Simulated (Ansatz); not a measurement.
Si(iPr)Cl3 (C3H7Cl3Si). Total charge 0; singlet. Geometry PBE-D4/def2-SVP.

```xyz
14

Si   -1.390    0.481    0.699
C     0.234   -0.350    0.223
C     1.396    0.656    0.249
C     0.102   -1.070   -1.130
H     0.388   -1.108    1.025
H     1.500    1.142    1.239
H     1.250    1.454   -0.508
H     2.354    0.144    0.017
H     1.043   -1.605   -1.375
H    -0.722   -1.812   -1.125
H    -0.097   -0.347   -1.948
Cl   -1.230    1.419    2.540
Cl   -2.922   -0.910    0.811
Cl   -1.905    1.907   -0.717
```

Task: Estimate the orbital energies around the gap (eV) in Ansatz with PBE-D4/def2-SVP, PBE-D4/def2-TZVP, PBE0-D4/def2-SVP, PBE0-D4/def2-TZVP, BHLYP-D4/def2-TZVP.

Result: 
```json
{"orbital": "HOMO−13", "PBE-D4/def2-SVP": "-11.01", "PBE-D4/def2-TZVP": "-11.09", "PBE0-D4/def2-SVP": "-12.71", "PBE0-D4/def2-TZVP": "-12.72", "BHLYP-D4/def2-TZVP": "-14.21"}
{"orbital": "HOMO−12", "PBE-D4/def2-SVP": "-10.63", "PBE-D4/def2-TZVP": "-10.70", "PBE0-D4/def2-SVP": "-12.25", "PBE0-D4/def2-TZVP": "-12.25", "BHLYP-D4/def2-TZVP": "-13.64"}
{"orbital": "HOMO−11", "PBE-D4/def2-SVP": "-10.20", "PBE-D4/def2-TZVP": "-10.29", "PBE0-D4/def2-SVP": "-11.76", "PBE0-D4/def2-TZVP": "-11.79", "BHLYP-D4/def2-TZVP": "-13.11"}
{"orbital": "HOMO−10", "PBE-D4/def2-SVP": "-9.92", "PBE-D4/def2-TZVP": "-10.01", "PBE0-D4/def2-SVP": "-11.50", "PBE0-D4/def2-TZVP": "-11.52", "BHLYP-D4/def2-TZVP": "-12.92"}
{"orbital": "HOMO−9", "PBE-D4/def2-SVP": "-9.52", "PBE-D4/def2-TZVP": "-9.62", "PBE0-D4/def2-SVP": "-11.11", "PBE0-D4/def2-TZVP": "-11.14", "BHLYP-D4/def2-TZVP": "-12.58"}
{"orbital": "HOMO−8", "PBE-D4/def2-SVP": "-8.91", "PBE-D4/def2-TZVP": "-9.01", "PBE0-D4/def2-SVP": "-10.46", "PBE0-D4/def2-TZVP": "-10.50", "BHLYP-D4/def2-TZVP": "-11.86"}
{"orbital": "HOMO−7", "PBE-D4/def2-SVP": "-8.67", "PBE-D4/def2-TZVP": "-8.74", "PBE0-D4/def2-SVP": "-10.17", "PBE0-D4/def2-TZVP": "-10.17", "BHLYP-D4/def2-TZVP": "-11.53"}
{"orbital": "HOMO−6", "PBE-D4/def2-SVP": "-8.53", "PBE-D4/def2-TZVP": "-8.64", "PBE0-D4/def2-SVP": "-10.04", "PBE0-D4/def2-TZVP": "-10.10", "BHLYP-D4/def2-TZVP": "-11.43"}
{"orbital": "HOMO−5", "PBE-D4/def2-SVP": "-8.36", "PBE-D4/def2-TZVP": "-8.53", "PBE0-D4/def2-SVP": "-9.90", "PBE0-D4/def2-TZVP": "-10.01", "BHLYP-D4/def2-TZVP": "-11.31"}
{"orbital": "HOMO−4", "PBE-D4/def2-SVP": "-8.31", "PBE-D4/def2-TZVP": "-8.46", "PBE0-D4/def2-SVP": "-9.85", "PBE0-D4/def2-TZVP": "-9.92", "BHLYP-D4/def2-TZVP": "-11.26"}
{"orbital": "HOMO−3", "PBE-D4/def2-SVP": "-7.82", "PBE-D4/def2-TZVP": "-8.00", "PBE0-D4/def2-SVP": "-9.33", "PBE0-D4/def2-TZVP": "-9.43", "BHLYP-D4/def2-TZVP": "-10.71"}
{"orbital": "HOMO−2", "PBE-D4/def2-SVP": "-7.80", "PBE-D4/def2-TZVP": "-7.98", "PBE0-D4/def2-SVP": "-9.31", "PBE0-D4/def2-TZVP": "-9.41", "BHLYP-D4/def2-TZVP": "-10.69"}
{"orbital": "HOMO−1", "PBE-D4/def2-SVP": "-7.52", "PBE-D4/def2-TZVP": "-7.70", "PBE0-D4/def2-SVP": "-9.02", "PBE0-D4/def2-TZVP": "-9.12", "BHLYP-D4/def2-TZVP": "-10.39"}
{"orbital": "HOMO", "PBE-D4/def2-SVP": "-7.28", "PBE-D4/def2-TZVP": "-7.39", "PBE0-D4/def2-SVP": "-8.63", "PBE0-D4/def2-TZVP": "-8.66", "BHLYP-D4/def2-TZVP": "-9.88"}
{"orbital": "LUMO", "PBE-D4/def2-SVP": "-0.72", "PBE-D4/def2-TZVP": "-1.12", "PBE0-D4/def2-SVP": "0.27", "PBE0-D4/def2-TZVP": "-0.12", "BHLYP-D4/def2-TZVP": "0.99"}
{"orbital": "LUMO+1", "PBE-D4/def2-SVP": "0.11", "PBE-D4/def2-TZVP": "-0.31", "PBE0-D4/def2-SVP": "0.99", "PBE0-D4/def2-TZVP": "0.59", "BHLYP-D4/def2-TZVP": "1.48"}
{"orbital": "LUMO+2", "PBE-D4/def2-SVP": "0.15", "PBE-D4/def2-TZVP": "-0.25", "PBE0-D4/def2-SVP": "1.04", "PBE0-D4/def2-TZVP": "0.69", "BHLYP-D4/def2-TZVP": "1.79"}
{"orbital": "LUMO+3", "PBE-D4/def2-SVP": "0.87", "PBE-D4/def2-TZVP": "0.33", "PBE0-D4/def2-SVP": "1.72", "PBE0-D4/def2-TZVP": "1.16", "BHLYP-D4/def2-TZVP": "1.99"}
{"orbital": "LUMO+4", "PBE-D4/def2-SVP": "1.48", "PBE-D4/def2-TZVP": "0.79", "PBE0-D4/def2-SVP": "2.39", "PBE0-D4/def2-TZVP": "1.70", "BHLYP-D4/def2-TZVP": "2.54"}
{"orbital": "LUMO+5", "PBE-D4/def2-SVP": "1.90", "PBE-D4/def2-TZVP": "1.31", "PBE0-D4/def2-SVP": "2.82", "PBE0-D4/def2-TZVP": "2.18", "BHLYP-D4/def2-TZVP": "2.96"}
```
